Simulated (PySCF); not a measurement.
Ge⁻ (germanium, charge -1) across methods

[Ar] 3d10 4s2 4p3, high-spin 4S determinant. Computed with PySCF 2.14 in aug-cc-pVQZ-PP with ECP10MDF (7s6p5d3f2g, 89 functions), with a scalar-relativistic core potential.

```csv
method,E (hartree),mean ε 4s α (eV),mean ε 4s β (eV),mean ε 4p α (eV),Σ⟨r²⟩ (bohr²),⟨S²⟩
PBE,-294.5809,-6.066,-4.426,1.114,70.07,3.751
CAM-B3LYP,-294.5474,-9.091,-6.688,-0.470,66.03,3.751
PBE0,-294.5431,-7.525,-5.132,0.406,66.76,3.751
UHF,-293.38454,-11.587,-6.540,-1.593,64.52,3.753
LDA,-294.1152,-6.282,-4.828,1.048,69.94,3.750
HSE06,-294.5380,-7.131,-4.903,0.774,67.26,3.751
M06,-294.6514,-7.294,-5.826,0.653,69.11,3.751
M06-2X,-294.7159,-8.560,-5.120,-0.184,65.14,3.752
```

Task: Estimate the same row for r2SCAN.

Result: E (hartree) = -294.4699; mean ε 4s α (eV) = -6.549; mean ε 4s β (eV) = -4.363; mean ε 4p α (eV) = 0.958; Σ⟨r²⟩ (bohr²) = 66.32; ⟨S²⟩ = 3.752.

Energies and moments cover only the electrons outside the core potential.

The highest occupied level is positive at PBE, PBE0, LDA, HSE06, r2SCAN, M06: only the finite basis holds that electron, which in a density functional comes from self-interaction.
